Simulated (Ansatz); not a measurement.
Compare A (`O[SiH2][SiH](O)S`) with its isomer B (`O[SiH2]O[SiH2]S`).

Program: Ansatz. Geometries: PBE0-D4/def2-TZVP. ΔE: electronic, gas phase. CBS: MP2 limit from def2 TZ/QZ plus the TZ coupled-cluster correction, frozen cores. DFT in def2-TZVPP. B3LYP here is the variant with VWN-RPA as its local correlation; programs differ in this. One conformer a species, not always the lowest.

(1) Which is lower in electronic energy at CCSD(T)/CBS, and by how much? (Estimate.)

(2) Give E(B) − E(A) in kJ/mol with PBE-D4, HF/def2-TZVPP, ωB97M-V, B3LYP-D4, B2PLYP, B3LYP, MP2/def2-TZVPP. (Estimate.)

Largest T1 diagnostic: 0.012.

Results:

(1) Ansatz gave: B, by 142.2 kJ/mol.

(2) Computed: PBE-D4 -113.2, HF/def2-TZVPP -165.0, ωB97M-V -143.7, B3LYP-D4 -138.9, B2PLYP -143.9, B3LYP -137.8, MP2/def2-TZVPP -149.1. None reverses the order clearly.

In def2-TZVPP, CCSD(T) changes the Hartree–Fock value by +21.9 kJ/mol (the triples alone add +3.1 kJ/mol) and MP2 by +15.9 kJ/mol. From PBE to PBE0 (25 % exact exchange), in def2-TZVPP and without D4, E(B) − E(A) moves by −10.6 kJ/mol.
